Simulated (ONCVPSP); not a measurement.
**copper: ONCV pseudisation with PBE, non-relativistic reference atom.**

* Element: Cu (Z = 29)
* Generator: ONCVPSP 4.0.1
* Type: optimised norm-conserving Vanderbilt (ONCV)
* Functional: PBE
* Relativity: non-relativistic
* Frozen core: [Ne]
* Valence charge: 19
* Reference configuration: 3s2 3p6 3d10 4s0.5 (charge +0.5)
* Partial waves: 3s+4s: rc 1.72 bohr, ncon 4, nbas 8, qcut 8 1/bohr, 2 projectors; 3p: rc 1.40 bohr, ncon 4, nbas 8, qcut 12.8 1/bohr, 2 projectors, debl 1.4 Ha; 3d: rc 1.40 bohr, ncon 4, nbas 7, qcut 15.2 1/bohr, 1 projector
* Local potential: polynomial inside 1.20 bohr (lpopt 5, dvloc0 1 Ha)
* Core correction: none

In the p channel the program set the typed energies aside and used -2.762, 0.250 Ha.

Poles of the logarithmic derivatives, all-electron (AE) and pseudo (PS). s: poles at -4.2, 3.2 (AE) and -4.2, 3.2 (PS) Ha. p: poles at -2.4 (AE) and -2.4 (PS) Ha. d: poles at 0.3 (AE) and 0.3 (PS) Ha. Test radii: s 1.75, p 1.42, d 1.42 bohr.

- Cutoffs needed: 67 Ha and 76 Ha (the cutoffs (Ha) at which the residual kinetic energy of the hardest occupied pseudo-wave falls to 1 and 0.1 mHa per electron)
- Ghost test: no bound ghost flagged; no localised positive-energy state flagged
- Largest excitation error: -48 meV (all-electron minus pseudo) for 3s2 3p6 3d8 4s0, out of 4 test configurations
